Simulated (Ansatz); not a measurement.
Steps of a relaxation of C$_{7}$H$_{16}$O (`CCCCC(O)CC`) with RKS PBE0-D4/def2-TZVP.

```sh
$ ansatz run in.yaml --threads 4 --pin off --events-out ev --progress --plain --max-ram 66560MiB --backend cuda --devices 0, --max-vram 37GiB
```

```yaml
crystal:
  periodic: [false, false, false]
  atoms:
    - {symbol: C, position_ang: [-0.566760, 1.857290, 1.671900]}
    - {symbol: C, position_ang: [-1.489120, 1.933320, 0.461690]}
    - {symbol: C, position_ang: [-0.855950, 1.412150, -0.828790]}
    - {symbol: C, position_ang: [-0.540530, -0.089730, -0.812350]}
    - {symbol: C, position_ang: [0.937770, -0.385430, -0.523050]}
    - {symbol: O, position_ang: [1.775610, 0.285660, -1.444020]}
    - {symbol: C, position_ang: [1.234330, -1.893050, -0.534520]}
    - {symbol: C, position_ang: [0.650180, -2.640650, 0.657070]}
    - {symbol: H, position_ang: [-1.029770, 2.342100, 2.529050]}
    - {symbol: H, position_ang: [0.375470, 2.358240, 1.461790]}
    - {symbol: H, position_ang: [-0.359310, 0.824450, 1.939600]}
    - {symbol: H, position_ang: [-2.403750, 1.371030, 0.667420]}
    - {symbol: H, position_ang: [-1.775160, 2.976070, 0.302570]}
    - {symbol: H, position_ang: [0.067290, 1.960660, -1.027330]}
    - {symbol: H, position_ang: [-1.546410, 1.623310, -1.648730]}
    - {symbol: H, position_ang: [-0.779910, -0.523400, -1.788340]}
    - {symbol: H, position_ang: [-1.161480, -0.589970, -0.069780]}
    - {symbol: H, position_ang: [1.222350, 0.029200, 0.448020]}
    - {symbol: H, position_ang: [1.550670, -0.015380, -2.332040]}
    - {symbol: H, position_ang: [0.851640, -2.326260, -1.463570]}
    - {symbol: H, position_ang: [2.320390, -2.012770, -0.534340]}
    - {symbol: H, position_ang: [0.998540, -2.202330, 1.589420]}
    - {symbol: H, position_ang: [-0.436350, -2.611730, 0.646480]}
    - {symbol: H, position_ang: [0.960250, -3.682790, 0.631840]}
basis:
  gaussian: {orbitals: def2-TZVP}
hamiltonian: {xc: pbe0, dispersion: d4}
relax: {f_tol: 0.005, max_steps: 150}
```

Positions (Å) and forces (eV/Å) along the path, 7 of 10 steps:

```xyz
24
step=1 energy=-9560.0710 eV
C    -0.567    1.857    1.672   -0.338    0.052   -0.254
C    -1.489    1.933    0.462    0.366   -0.032   -0.100
C    -0.856    1.412   -0.829   -0.285   -0.167    0.270
C    -0.541   -0.090   -0.812    0.523    0.454    0.100
C     0.938   -0.385   -0.523   -0.229   -0.538   -0.283
O     1.776    0.286   -1.444    0.065    0.062   -0.200
C     1.234   -1.893   -0.535   -0.067    0.358    0.387
C     0.650   -2.641    0.657    0.104    0.128   -0.371
H    -1.030    2.342    2.529    0.007    0.022    0.172
H     0.375    2.358    1.462    0.189    0.060    0.031
H    -0.359    0.824    1.940    0.100   -0.150    0.108
H    -2.404    1.371    0.667   -0.124    0.026   -0.006
H    -1.775    2.976    0.303   -0.104    0.041    0.018
H     0.067    1.961   -1.027    0.001    0.062   -0.113
H    -1.546    1.623   -1.649    0.033    0.053   -0.072
H    -0.780   -0.523   -1.788   -0.007   -0.134   -0.024
H    -1.161   -0.590   -0.070   -0.133   -0.139    0.028
H     1.222    0.029    0.448   -0.037   -0.028    0.039
H     1.551   -0.015   -2.332    0.025    0.014    0.118
H     0.852   -2.326   -1.464    0.026    0.002   -0.119
H     2.320   -2.013   -0.534    0.037    0.012   -0.077
H     0.999   -2.202    1.589    0.028    0.031    0.194
H    -0.436   -2.612    0.646   -0.172   -0.037    0.077
H     0.960   -3.683    0.632   -0.007   -0.153    0.080
24
step=3 energy=-9560.1026 eV
C    -0.555    1.827    1.678    0.003   -0.001    0.001
C    -1.477    1.924    0.473    0.006   -0.010    0.019
C    -0.878    1.413   -0.832    0.035   -0.008   -0.006
C    -0.518   -0.075   -0.833   -0.010    0.007    0.006
C     0.948   -0.380   -0.550   -0.050   -0.009    0.053
O     1.792    0.271   -1.485    0.016    0.018   -0.012
C     1.239   -1.874   -0.514   -0.008    0.000   -0.004
C     0.621   -2.607    0.666    0.013   -0.004   -0.001
H    -1.014    2.275    2.564    0.005   -0.012   -0.023
H     0.391    2.346    1.494   -0.018   -0.010    0.005
H    -0.319    0.788    1.927   -0.009    0.021   -0.009
H    -2.403    1.373    0.680    0.007    0.000    0.003
H    -1.776    2.968    0.333    0.014    0.000    0.004
H     0.020    1.991   -1.080   -0.019   -0.014    0.002
H    -1.593    1.610   -1.636   -0.015   -0.004    0.012
H    -0.755   -0.520   -1.809    0.004    0.016   -0.008
H    -1.144   -0.608   -0.108   -0.001    0.013   -0.023
H     1.230    0.051    0.416    0.019    0.013   -0.027
H     1.576   -0.059   -2.362   -0.006   -0.013    0.003
H     0.894   -2.322   -1.457    0.010   -0.003    0.016
H     2.327   -1.989   -0.494    0.000   -0.016    0.012
H     0.942   -2.164    1.613   -0.010   -0.004   -0.018
H    -0.471   -2.581    0.641    0.019    0.000   -0.003
H     0.922   -3.657    0.676   -0.005    0.022   -0.002
24
step=5 energy=-9560.1055 eV
C    -0.534    1.780    1.681    0.018   -0.009    0.016
C    -1.463    1.908    0.485   -0.019    0.008    0.000
C    -0.889    1.414   -0.837   -0.009    0.012   -0.020
C    -0.522   -0.070   -0.864   -0.028   -0.009   -0.003
C     0.942   -0.366   -0.566    0.023    0.007   -0.001
O     1.787    0.267   -1.516   -0.015   -0.014   -0.008
C     1.243   -1.855   -0.492    0.024   -0.020   -0.016
C     0.602   -2.571    0.685   -0.014   -0.008    0.029
H    -0.984    2.216    2.576   -0.003    0.003   -0.003
H     0.416    2.292    1.503   -0.004   -0.001   -0.004
H    -0.308    0.735    1.911   -0.006    0.003   -0.003
H    -2.395    1.367    0.693    0.008   -0.001   -0.001
H    -1.748    2.960    0.367    0.005   -0.008   -0.001
H    -0.003    2.000   -1.104    0.000   -0.004    0.003
H    -1.628    1.614   -1.619    0.002   -0.002    0.009
H    -0.738   -0.493   -1.855    0.009    0.012    0.010
H    -1.159   -0.621   -0.164    0.011    0.012   -0.007
H     1.225    0.093    0.387   -0.006   -0.006   -0.008
H     1.580   -0.099   -2.382    0.005    0.007    0.017
H     0.927   -2.327   -1.434   -0.003    0.008    0.014
H     2.331   -1.964   -0.442   -0.009    0.002    0.001
H     0.888   -2.103    1.632   -0.002   -0.002   -0.018
H    -0.489   -2.563    0.629    0.013    0.000   -0.004
H     0.919   -3.615    0.727    0.000    0.010   -0.002
24
step=6 energy=-9560.1056 eV
C    -0.531    1.769    1.681    0.001    0.000    0.006
C    -1.462    1.905    0.488    0.001    0.008   -0.002
C    -0.891    1.416   -0.839    0.000   -0.001    0.001
C    -0.522   -0.067   -0.871   -0.007   -0.014   -0.003
C     0.941   -0.364   -0.569    0.015    0.013   -0.012
O     1.787    0.265   -1.520   -0.003   -0.003   -0.004
C     1.242   -1.854   -0.490   -0.004   -0.003   -0.003
C     0.601   -2.563    0.691   -0.002   -0.005    0.008
H    -0.978    2.208    2.577    0.002   -0.001   -0.001
H     0.421    2.277    1.502   -0.002   -0.001    0.000
H    -0.312    0.723    1.909   -0.002    0.003    0.000
H    -2.394    1.364    0.694    0.002   -0.001   -0.001
H    -1.745    2.957    0.375   -0.001   -0.001    0.003
H    -0.006    2.004   -1.106   -0.001    0.001    0.002
H    -1.633    1.619   -1.617    0.003   -0.002    0.000
H    -0.733   -0.484   -1.865    0.003    0.000    0.002
H    -1.162   -0.621   -0.176    0.000   -0.001    0.000
H     1.222    0.097    0.383   -0.002   -0.003    0.000
H     1.583   -0.106   -2.385    0.003    0.005    0.007
H     0.925   -2.329   -1.428   -0.001    0.001    0.003
H     2.330   -1.962   -0.439   -0.003    0.004   -0.001
H     0.883   -2.086    1.634    0.000   -0.001   -0.004
H    -0.489   -2.561    0.631    0.002    0.000    0.000
H     0.922   -3.606    0.742   -0.002    0.003    0.002
24
step=7 energy=-9560.1057 eV
C    -0.532    1.766    1.683   -0.001    0.000   -0.002
C    -1.462    1.903    0.488    0.001   -0.003   -0.001
C    -0.890    1.417   -0.839   -0.001    0.002    0.000
C    -0.522   -0.067   -0.874    0.004    0.003    0.002
C     0.942   -0.364   -0.572    0.000   -0.001    0.001
O     1.788    0.264   -1.523   -0.004   -0.004    0.003
C     1.241   -1.854   -0.491    0.000    0.001   -0.001
C     0.602   -2.560    0.694    0.002    0.003   -0.002
H    -0.978    2.206    2.578    0.000   -0.001    0.000
H     0.421    2.272    1.503    0.001    0.000    0.001
H    -0.315    0.720    1.911    0.002   -0.001    0.001
H    -2.393    1.362    0.694   -0.002    0.000    0.000
H    -1.745    2.955    0.377   -0.001    0.000   -0.002
H    -0.005    2.004   -1.104    0.001    0.001   -0.001
H    -1.632    1.620   -1.617    0.000    0.002   -0.001
H    -0.731   -0.481   -1.870   -0.001    0.000   -0.001
H    -1.163   -0.623   -0.182    0.000   -0.003    0.001
H     1.222    0.098    0.380    0.000    0.001    0.002
H     1.585   -0.106   -2.387    0.000    0.001   -0.002
H     0.920   -2.331   -1.427    0.000   -0.001   -0.001
H     2.328   -1.963   -0.442    0.001   -0.001   -0.001
H     0.885   -2.079    1.635    0.000    0.000    0.002
H    -0.489   -2.557    0.636   -0.002    0.000    0.002
H     0.923   -3.602    0.748    0.000    0.000    0.000
24
step=9 energy=-9560.1057 eV
C    -0.534    1.762    1.683    0.000    0.000   -0.001
C    -1.462    1.902    0.488    0.001    0.000    0.001
C    -0.889    1.418   -0.839    0.001   -0.001    0.000
C    -0.521   -0.065   -0.877   -0.001    0.000    0.000
C     0.942   -0.365   -0.574   -0.002   -0.001    0.002
O     1.790    0.262   -1.524    0.002    0.002   -0.001
C     1.238   -1.855   -0.491   -0.001    0.000    0.001
C     0.604   -2.556    0.699    0.000    0.000   -0.001
H    -0.982    2.199    2.579    0.000    0.000    0.000
H     0.419    2.269    1.506    0.000    0.000    0.000
H    -0.316    0.715    1.909    0.000    0.000    0.000
H    -2.394    1.359    0.691    0.001    0.000    0.000
H    -1.746    2.954    0.379    0.000    0.000    0.000
H    -0.002    2.006   -1.101    0.000    0.000    0.000
H    -1.628    1.625   -1.619    0.000   -0.001    0.000
H    -0.729   -0.478   -1.873    0.000    0.000    0.000
H    -1.163   -0.622   -0.186    0.000    0.000    0.000
H     1.223    0.097    0.378    0.000    0.001    0.000
H     1.585   -0.105   -2.389   -0.001   -0.001   -0.001
H     0.912   -2.333   -1.425    0.000    0.000    0.000
H     2.326   -1.967   -0.449   -0.001    0.000    0.000
H     0.896   -2.075    1.637    0.000    0.000   -0.001
H    -0.487   -2.548    0.648    0.001    0.000    0.000
H     0.920   -3.600    0.752    0.000    0.000    0.000
24
step=10 energy=-9560.1057 eV
C    -0.535    1.759    1.684    0.000    0.000    0.001
C    -1.462    1.901    0.488   -0.001    0.001    0.000
C    -0.887    1.419   -0.840    0.000    0.000    0.000
C    -0.520   -0.064   -0.879    0.000   -0.001    0.000
C     0.942   -0.364   -0.575   -0.001   -0.002    0.000
O     1.790    0.261   -1.526    0.002    0.002   -0.001
C     1.237   -1.855   -0.491    0.000   -0.001    0.000
C     0.605   -2.553    0.701   -0.001    0.000    0.001
H    -0.984    2.194    2.580    0.000    0.000   -0.001
H     0.418    2.266    1.509   -0.001    0.000    0.000
H    -0.318    0.711    1.907    0.000    0.000    0.000
H    -2.394    1.359    0.689    0.000    0.000    0.000
H    -1.745    2.954    0.380    0.000    0.000    0.000
H    -0.001    2.007   -1.100    0.000   -0.001    0.000
H    -1.626    1.627   -1.620    0.000    0.000    0.000
H    -0.729   -0.476   -1.876    0.000    0.000    0.000
H    -1.163   -0.622   -0.189    0.000    0.001    0.000
H     1.223    0.098    0.376    0.000    0.000   -0.001
H     1.583   -0.106   -2.391   -0.001   -0.001    0.000
H     0.908   -2.335   -1.423    0.000    0.001    0.000
H     2.325   -1.968   -0.451    0.000    0.000    0.000
H     0.902   -2.073    1.638    0.000   -0.001   -0.001
H    -0.486   -2.543    0.654    0.001    0.000    0.000
H     0.919   -3.598    0.755    0.000    0.000    0.000
```

Hardware: 4 threads of an AMD EPYC 7R13 on a shared host and a share of an NVIDIA H100 80 GB. Wall time 33 s, peak host memory 0.98 GiB.
